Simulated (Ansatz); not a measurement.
The cluster Mg4H6. Total charge 0; singlet. Geometry r2SCAN-D4/def2-SVP; atoms count from 1.

```xyz
10

Mg    1.830   -0.268   -0.320
Mg   -0.871    1.035   -1.875
Mg   -1.137   -1.411   -0.399
Mg   -0.456    1.071    1.474
H     1.233    0.361    1.303
H    -1.530   -0.477    1.072
H    -1.068    2.413    2.346
H    -1.949   -0.815   -1.882
H     3.341   -0.177   -1.121
H     0.607   -1.732   -0.596
```

The restricted singlet is unstable towards broken spin symmetry in Hartree–Fock (as tested in another run); at PBE0-D4/def2-TZVP this wasn't settled. Another isomer (singlet) lies 0.40 eV lower at PBE0-D4/def2-TZVP; other spin states weren't run for this one.

Q: Estimate the Mulliken populations from the PBE0/def2-TZVP orbitals of Ansatz.

A: 
```tsv
atom	charge (e)
Mg1	0.48
Mg2	0.21
Mg3	0.38
Mg4	0.48
H5	-0.27
H6	-0.28
H7	-0.21
H8	-0.29
H9	-0.21
H10	-0.28
```
Mulliken values and Mayer orders depend strongly on the basis.

Q: And the Mayer bond orders between bonded heavy atoms (over 0.3)?

A: Mg2–Mg3 0.37 (2.87 Å).
